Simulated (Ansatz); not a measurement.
Computed with Ansatz on PBE0-D4/def2-TZVP structures; ΔE is electronic, products minus reactants. CCSD(T)/CBS is the MP2 limit (def2-TZVPP, def2-QZVPP) plus CCSD(T) − MP2 in def2-TZVPP, frozen cores. DFT in def2-TZVPP. Each species was taken in one conformer, which may not be the lowest.

`FCNCF` + `BCS` → `BCSCF` + `NCF`  (substitution at a C–N bond)

`FCNCF`:

```xyz
10

F    -0.213    0.405   -1.954
C     0.080   -0.617   -1.053
N     0.584   -0.164    0.177
C    -0.278    0.442    1.107
F    -0.662    1.736    0.759
H     0.815   -1.258   -1.545
H    -0.851   -1.165   -0.885
H     1.503    0.250    0.126
H    -1.194   -0.148    1.191
H     0.216    0.519    2.078
```

`BCS`:

```xyz
8

B    -0.059   -1.009   -0.260
C     0.529    0.372    0.120
S    -0.572    1.806    0.216
H    -1.238   -1.212   -0.311
H     0.700   -1.912   -0.467
H     1.362    0.619   -0.547
H     1.007    0.206    1.100
H    -1.729    1.130    0.149
```

`BCSCF`:

```xyz
11

B    -0.612    2.069   -0.430
C    -0.095    0.607   -0.438
S    -0.589   -0.381    0.982
C     0.336   -1.869    0.678
F     1.695   -1.706    0.867
H    -1.089    2.571    0.544
H    -0.481    2.720   -1.425
H    -0.332    0.099   -1.379
H     1.003    0.724   -0.434
H     0.188   -2.214   -0.349
H    -0.025   -2.620    1.384
```

`NCF`:

Z-matrix (Å, degrees):
```
C
F 1 1.406
N 1 1.402 2 113.7
H 1 1.092 2 106.1 3 121.3
H 1 1.092 2 106.1 3 -121.3
H 3 1.010 1 112.8 2 62.5
H 3 1.010 1 112.8 2 -62.5
```

Task: Is it downhill or uphill in electronic energy at CCSD(T)/CBS, and by how much? (Best estimate.)

Result: Computed: Downhill: ΔE = -1.9 kcal/mol.

Task: What do these levels give: r2SCAN-D4, PBE, PBE0, MP2/def2-TZVPP, CCSD/def2-TZVPP, MP2/CBS(def2)? (Best estimate.)

Result: The calculation gave: r2SCAN-D4 -1.9, PBE -2.0, PBE0 -1.3, MP2/def2-TZVPP -1.6, CCSD/def2-TZVPP -0.4, MP2/CBS(def2) -2.7 kcal/mol.

Largest T1 diagnostic among the species: 0.011.

In def2-TZVPP, CCSD(T) changes the Hartree–Fock value by −1.2 kcal/mol (the triples alone add −0.4 kcal/mol) and MP2 by −2.1 kcal/mol.
